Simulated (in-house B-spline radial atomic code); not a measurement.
## Ionising Cd⁸⁺ with different functionals

Computed with a B-spline radial code for spherical atoms: four-component Dirac-Coulomb Hamiltonian, Fermi nucleus of rms radius 4.6087 fm, spin-restricted, spherical fractional occupations for the functionals, and exact exchange of hybrids averaged over the configuration. The ionisation energy is the difference of two self-consistent energies, [Kr] 4d4 → [Kr] 4d3, without Breit or QED terms; ε is the level of the shell that loses the electron (mean over j). The electron is taken from both j subshells in proportion to 2j + 1, so the result is a j average, not the step between ground levels.

| method | rung | ΔSCF (eV) | -ε(4d) (eV) |
| --- | --- | --- | --- |
| BHandHLYP | global hybrid | 150.16 | 145.29 |
| LC-wPBE | range-separated hybrid | 150.37 | 145.17 |
| wB97X | range-separated hybrid | 150.15 | 144.94 |
| HSE06 | range-separated hybrid | 150.30 | 142.13 |

(1) Among the functionals, which spreads more, the ΔSCF values or the orbital energies?

(2) How do they compare with the NIST value?

Results:

(1) The orbital energies: ΔSCF values span about 0.22 eV and the orbital energies 3.17 eV; here energy differences depend much less on the functional than eigenvalues do.

(2) NIST lists 150 eV ± 2.2 (tabulated theory, ground level to ground level). Errors run from +0.15 to +0.37 eV; all lie within about twice that uncertainty, so the table can't rank the methods.
